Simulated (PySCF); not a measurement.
The complex [Ag(NH3)4]2+ (charge +2) contains Ag(II), shell d9. The structure is a PBE0-D3(BJ)/def2-SVP, IEF-PCM water geometry optimised for multiplicity 2; coordination square planar, point group Ci, metal–donor distances 2.19 Å.

The d shell alone is too small an active space for [Ag(NH3)4]2+ (an active orbital has only 0.68 squared overlap with the free ion's shell): its levels, fitted parameters, g values and moments show what this model gives and aren't sound predictions.

```
17

Ag    0.0000    0.0000    0.0000
N     2.1893   -0.0234    0.0000
H     2.6029    0.9095    0.0053
H     2.5446   -0.5184    0.8196
H     2.5424   -0.5100   -0.8255
N    -2.1893    0.0234    0.0000
H    -2.6029   -0.9095   -0.0053
H    -2.5424    0.5100    0.8255
H    -2.5446    0.5184   -0.8196
N    -0.0234    2.1891    0.0000
H     0.0016    2.5424    0.9581
H     0.7765    2.5887   -0.4926
H    -0.8665    2.5617   -0.4388
N     0.0234   -2.1891    0.0000
H    -0.0016   -2.5424   -0.9581
H     0.8665   -2.5617    0.4388
H    -0.7765   -2.5887    0.4926
```

Method (PySCF 2.14, density fitting): CASSCF(9,5) with orbitals averaged over all microstates of the shell, strongly contracted NEVPT2 on the averaged canonical orbitals; basis x2c-TZVPall on the metal, x2c-SVPall elsewhere; spin-free X2C; IEF-PCM water; spin-orbit coupling by state interaction with the mean-field operator over all roots.

(1) What is the ground state?

(2) Where do the spin-allowed transitions within the shell lie?

(3) Give the fitted ligand-field and repulsion parameters.

(4) What are the magnetic parameters?

NEVPT2 lifts 2Ag from 21236 to 28214 cm⁻¹; on the d shell alone such lifts tend to overshoot.

The job took 20 s on one thread of Arm Neoverse V2 (shared host), with 179 basis functions and a peak of 0.64 GiB, launched as `OMP_NUM_THREADS=1 python lf_run.py task.json out`.

Answers

(1) 2Ag (S = 1/2, orbital degeneracy 1), orbital occupations from the lowest 2.0 2.0 2.0 2.0 1.0, by NEVPT2.

(2) By NEVPT2: 2Ag at 27347 cm⁻¹ (366 nm); 2Ag at 28214 cm⁻¹ (354 nm); 2Ag at 30451 cm⁻¹ (328 nm); 2Ag at 30539 cm⁻¹ (327 nm). All are electric-dipole forbidden at this geometry.

(3) At NEVPT2 level: orbital energies 0, 88, 2325, 3192, 30539 cm⁻¹; ζ = 1672 cm⁻¹ (free ion 1770).

(4) The ground doublet has g = 2.073, 2.073, 2.346. μeff is 1.89 μB at 300 K and 1.88 μB at 10 K; the spin-only value is 1.73 μB.
